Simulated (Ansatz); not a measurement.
```xyz
3

O     0.0000    0.0000    0.0000
H     0.0000    0.8018    0.5556
H     0.0000   -0.8018    0.5556
```

Basis set: pcseg-2 (spherical functions). Charge 0, multiplicity 1.

Computed with Ansatz (development build ahead of 0.2.0); each method stands on the lowest determinant of its kind that the runs found.

Task: Give the atomization energy at this shape (free ground-state atoms in the same class of orbitals less the molecule, no zero-point energy) of singlet H₂O by PBE (unrestricted), RHF.

Result:

```json
{"method": "PBE (unrestricted)", "atomization energy": "974.5 kJ/mol"}
{"method": "RHF", "atomization energy": "661.5 kJ/mol"}
```

The shape needn't be a minimum at these levels.
